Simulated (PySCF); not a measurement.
BI2, SMILES [B+](I)I, charge +1. Coordinates come from a PBE-D3(BJ)/def2-TZVP optimisation. The def2 effective core potentials stand for the cores of I; spin–orbit coupling is left out.

Calculation: PBE-D3(BJ)/def2-TZVP in PySCF.

Harmonic wavenumbers (cm⁻¹): 223, 223, 226, 1085. Rotational constants (GHz): 0.5091 (linear); symmetry number 2.

Task: Work out the zero-point energy and the ideal-gas rigid-rotor harmonic-oscillator thermochemistry at 298.15 K and 1 atm.

Result: ZPE = ½ Σ hcν = ½ × 1756 cm⁻¹ = 10.51 kJ/mol. H − E(el) = 23.38 kJ/mol. Entropy in J/(mol K): translation 178.32, rotation 80.79, vibration 24.48, total 283.58. G − E(el) = -61.17 kJ/mol. Cp = 52.98 J/(mol K).
